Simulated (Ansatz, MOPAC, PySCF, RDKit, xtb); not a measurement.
Pair of molecules: SiH4 (SMILES [SiH4]) (first 5 atoms) with C2H6 (SMILES CC); geometry from B3LYP-D3(BJ)/def2-TZVP, rigid monomers moved along the line of their centres of mass till Si1···C6 is 4.32 Å.
(charge 0, multiplicity 1):
```xyz
13

Si    -0.019     0.305     0.285
H     -1.491     0.401     0.411
H      0.436    -1.013     0.780
H      0.617     1.377     1.083
H      0.365     0.457    -1.137
C     -0.724    -0.183     4.515
C      0.756    -0.343     4.849
H     -1.065    -0.966     3.836
H     -0.922     0.779     4.038
H     -1.342    -0.236     5.413
H      0.953    -1.304     5.328
H      1.096     0.441     5.528
H      1.374    -0.290     3.950
```

Monomers are frozen at their geometry in the pair; levels with a basis set take the counterpoise correction. Rows marked so take none. RDKit's UFF carries no charges.

Rows in 3-21G, 6-31G* carry no dispersion term and start afresh at each structure (6-31G* with six Cartesian d functions). MP2/6-31G* freezes PySCF's default core. The state that PM6, PM7 reach isn't checked; PM7 holds dispersion and hydrogen-bond terms.

Programs: Ansatz (a program for electronic structure) with Gaussian orbitals; MOPAC for PM6, PM7 (differences of heats of formation); PySCF for 3-21G rows, 6-31G* rows, the dispersion terms; RDKit for the force fields; xtb for the GFN methods. Values without a source in brackets are computed.

| level | interaction energy (kJ/mol) |
|---|---|
| UFF | -4.6 |
| GFN-FF | -3.2 |
| PM6 | -0.7 |
| PM7 | -1.4 |
| HF/aug-cc-pV(D+d)Z | 0.5 |
| r2SCAN-D3(BJ)/def2-TZVPPD | -3.3 |
| B3LYP/3-21G (no counterpoise) | -1.2 |
| wB97X-V/def2-TZVPPD | -3.4 |
| MP2/6-31G* (no counterpoise) | [?] |

Task: Some entries are withheld; supply them.

Result: 
- MP2/6-31G* (no counterpoise), interaction energy (kJ/mol): -2.3
